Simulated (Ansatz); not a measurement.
Conformers of C3H9Cl3GeO3Si, SMILES `C[O][Ge]([O]C)([O]C)[Si](Cl)(Cl)Cl`, each relaxed with PBE0-D4/def2-TZVP in Ansatz. CBS adds the triple-zeta coupled-cluster correction to the MP2 limit.

Outer-core shells of Ge are correlated without core-valence functions. Scalar relativity is left out up to krypton. Spin–orbit coupling is left out.

Not all of them had a frequency check.

Conformer A:

```xyz
20

C    -0.883    0.438   -2.554
O     0.136    0.830   -1.654
Ge    0.319    0.024   -0.103
O    -1.325   -0.076    0.544
C    -1.573   -0.779    1.743
O     1.354    1.034    0.896
C     1.052    2.409    1.055
Si    1.383   -2.112   -0.222
Cl    1.871   -2.799    1.632
Cl    0.080   -3.428   -1.083
Cl    3.064   -2.011   -1.362
H    -0.905    1.171   -3.362
H    -1.865    0.415   -2.071
H    -0.681   -0.547   -2.989
H    -0.952   -0.418    2.570
H    -1.406   -1.857    1.628
H    -2.621   -0.625    2.008
H     0.058    2.558    1.490
H     1.101    2.942    0.101
H     1.795    2.831    1.734
```

Conformer B:

Z-matrix (Å, degrees):
```
C
O 1 1.414
H 1 1.095 2 111.7
H 1 1.097 2 112.1 3 122.3
H 1 1.091 2 107.5 3 -119.2
Ge 2 1.757 1 119.8 3 -60.8
O 6 1.757 2 107.5 1 -179.8
O 6 1.757 2 107.5 1 64.7
Si 6 2.405 2 111.4 1 -57.5
C 7 1.414 6 119.8 2 64.8
C 8 1.414 6 119.8 2 -179.7
Cl 9 2.041 6 110.3 2 -156.0
Cl 9 2.041 6 110.3 2 -36.0
Cl 9 2.041 6 110.3 2 84.0
H 10 1.091 7 107.5 6 -179.8
H 10 1.097 7 112.1 6 61.6
H 10 1.095 7 111.7 6 -60.7
H 11 1.095 8 111.7 6 -60.7
H 11 1.091 8 107.5 6 -179.9
H 11 1.097 8 112.1 6 61.6
```

(1) Which is lowest in electronic energy at CCSD(T)/CBS (frozen core, def2 sets), and by how much? (Best estimate.)

(2) Give the energies relative to A (kJ/mol) with r2SCAN-D4/def2-TZVPP, ωB97X-V/def2-TZVPP, ωB97M-V/def2-TZVPP, PBE/def2-TZVPP, B3LYP/def2-TZVPP, CCSD/def2-TZVPP, MP2/CBS(def2). (An estimate is asked.)

## Answers

(1) The calculation gave: A; B lies 3.3 kJ/mol higher.

(2) The calculation gave: 
```tsv
level	B
r2SCAN-D4/def2-TZVPP	2.1
ωB97X-V/def2-TZVPP	3.6
ωB97M-V/def2-TZVPP	3.2
PBE/def2-TZVPP	3.7
B3LYP/def2-TZVPP	6.4
CCSD/def2-TZVPP	4.5
MP2/CBS(def2)	3.1
```

B3LYP here is the variant with VWN-RPA as its local correlation; programs differ in this.
